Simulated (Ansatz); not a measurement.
Ag₃S⁺. The state is a singlet with charge 1. Geometry relaxed at B3LYP-D4/def2-SVP.

Cartesian coordinates in Å:
```
Ag -1.889 0.895 0.328
Ag 1.089 0.576 -1.720
Ag 1.084 -0.685 1.684
S -0.284 -0.786 -0.291
```

In the def2 sets Ag takes a core potential; there is no spin–orbit coupling. The structure comes from a short search, and lower isomers may exist.

Problem. Estimate the harmonic wavenumbers at RKS B3LYP-D4/def2-SVP (Ansatz, unscaled). Is this a minimum?

Solution. 36, 36, 50, 261, 291, 291 cm⁻¹. Yes, no mode is imaginary beyond noise. Zero-point energy 5.8 kJ/mol. Hardware: 4 threads of Intel Xeon on a shared host. Wall time 2 min.
